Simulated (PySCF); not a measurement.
C7H8.
Atom-mapped SMILES: `[CH:1]#[C:2][C:3]#[C:4][CH2:5][CH2:6][CH3:7]` (hydrogens: H8 on C1; H9, H10 on C5; H11, H12 on C6; H13, H14, H15 on C7)

The same species was optimised twice, with GFN2-xTB and with PBE0-D3(BJ)/def2-SVP (PySCF), and the same property calculations (PySCF, gas phase) were run on both structures.

```csv
coordinate,GFN2-xTB,PBE0-D3(BJ)/def2-SVP,change
C1≡C2 (Å),1.204,1.217,+0.013
C2–C3 (Å),1.359,1.372,+0.013
C3≡C4 (Å),1.207,1.219,+0.012
C4–C5 (Å),1.444,1.454,+0.010
C6–C7 (Å),1.523,1.519,-0.004
C5–C6 (Å),1.535,1.534,-0.001
C4–C5–C6 (°),111.5,113.8,+2.3
C5–C6–C7 (°),111.7,113.5,+1.8
C3–C4–C5 (°),178.2,178.9,+0.7
C1–C2–C3 (°),179.7,179.9,+0.2
C2–C3–C4 (°),179.3,179.5,+0.2
C4–C5–C6–C7 (°),-66,-63,+3
```

Rotational constants: A = 7457, B = 1093, C = 992.6 MHz (GFN2-xTB) against A = 7513, B = 1056, C = 960.9 MHz (PBE0-D3(BJ)/def2-SVP). Point groups within 0.08 Å: C1 and C1.

On the GFN2-xTB structure: lowest singlet, TDDFT (eV) 4.77 [PBE0/def2-SVPD]; isotropic polarisability (au) 88.5 [PBE0/def2-SVPD]; HOMO (eV) -7.14 [PBE0/def2-SVPD]; LUMO (eV) -0.47 [PBE0/def2-SVPD]; dipole (D) 1.37 [PBE0/def2-SVPD]; HOMO (eV) -7.16 [PBE0/pcSseg-1]; LUMO (eV) -0.45 [PBE0/pcSseg-1]; dipole (D) 1.35 [PBE0/pcSseg-1]; GIAO shielding of C1 (ppm) 116.2 [PBE0/pcSseg-1]; GIAO shielding of C2 (ppm) 112.6 [PBE0/pcSseg-1]; GIAO shielding of C3 (ppm) 112.5 [PBE0/pcSseg-1]; GIAO shielding of C4 (ppm) 103.9 [PBE0/pcSseg-1]; GIAO shielding of C5 (ppm) 163.4 [PBE0/pcSseg-1]; GIAO shielding of C6 (ppm) 160.7 [PBE0/pcSseg-1]; GIAO shielding of C7 (ppm) 171.4 [PBE0/pcSseg-1].

Problem. What do these properties become on the PBE0-D3(BJ)/def2-SVP structure?

Solution. 
```
                                    property           level  on GFN2-xTB  on PBE0-D3(BJ)/def2-SVP  change
                  lowest singlet, TDDFT (eV)  PBE0/def2-SVPD         4.77                     4.66   -0.11
               isotropic polarisability (au)  PBE0/def2-SVPD         88.5                     90.6    +2.1
                                   HOMO (eV)  PBE0/def2-SVPD        -7.14                    -7.10   +0.04
                                   LUMO (eV)  PBE0/def2-SVPD        -0.47                    -0.57   -0.10
                                  dipole (D)  PBE0/def2-SVPD         1.37                     1.37    0.00
energy, GFN2-xTB geometry as zero (kcal/mol)  PBE0/def2-SVPD          0.0                     -1.4    -1.4
                                   HOMO (eV)   PBE0/pcSseg-1        -7.16                    -7.12   +0.04
                                   LUMO (eV)   PBE0/pcSseg-1        -0.45                    -0.55   -0.10
                                  dipole (D)   PBE0/pcSseg-1         1.35                     1.34   -0.01
energy, GFN2-xTB geometry as zero (kcal/mol)   PBE0/pcSseg-1          0.0                     -0.4    -0.4
                  GIAO shielding of C1 (ppm)   PBE0/pcSseg-1        116.2                    114.9    -1.3
                  GIAO shielding of C2 (ppm)   PBE0/pcSseg-1        112.6                    111.6    -1.0
                  GIAO shielding of C3 (ppm)   PBE0/pcSseg-1        112.5                    110.9    -1.6
                  GIAO shielding of C4 (ppm)   PBE0/pcSseg-1        103.9                    103.8    -0.1
                  GIAO shielding of C5 (ppm)   PBE0/pcSseg-1        163.4                    161.8    -1.6
                  GIAO shielding of C6 (ppm)   PBE0/pcSseg-1        160.7                    160.0    -0.7
                  GIAO shielding of C7 (ppm)   PBE0/pcSseg-1        171.4                    169.9    -1.5
```

The heavy atoms differ by 0.044 Å rms after alignment. Among bonds between heavy atoms C1≡C2, C2–C3 and C3≡C4 change most and about equally (+0.012 to +0.013 Å). Changes are differences of the printed values. Neither structure is proved a minimum here.

The values belong to the conformer `[CH:1]#[C:2][C:3]#[C:4][CH2:5][CH2:6][CH3:7]`: C4–C5–C6–C7 -63°.
